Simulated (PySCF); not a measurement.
C₂H₈O₂Si, SMILES CO[Si@@H](C)O.

Geometry: r2SCAN-D4/def2-SVP. The structure was generated by enumeration; whether it is a known compound was not checked. One conformer was computed; it need not be the lowest.

Computed with TDDFT-PBE/def2-SVPD (PySCF).

Vertical excitations. The molecule is in vacuum.

```tsv
state	energy (eV)	λ (nm)	f	main pairs
S1	6.20	200	0.010	HOMO→LUMO 99 %
S2	6.61	188	0.006	HOMO−1→LUMO 98 %
S3	6.79	183	0.018	HOMO→LUMO+1 98 %
S4	7.09	175	0.006	HOMO−2→LUMO 98 %
S5	7.19	173	0.004	HOMO−1→LUMO+1 99 %
S6	7.30	170	0.002	HOMO→LUMO+2 87 %
S7	7.41	167	0.029	HOMO→LUMO+3 89 %
S8	7.64	162	0.017	HOMO−2→LUMO+1 93 %
S9	7.71	161	0.005	HOMO−1→LUMO+2 85 %
S10	7.77	160	0.014	HOMO→LUMO+4 84 %
T1	6.08	204	0	HOMO→LUMO 100 %
T2	6.51	191	0	HOMO−1→LUMO 99 %
T3	6.64	187	0	HOMO→LUMO+1 99 %
T4	6.86	181	0	HOMO−2→LUMO 98 %
```
Triplets are in the Tamm–Dancoff approximation, which puts them higher than full response would, so one can lie above its singlet here.
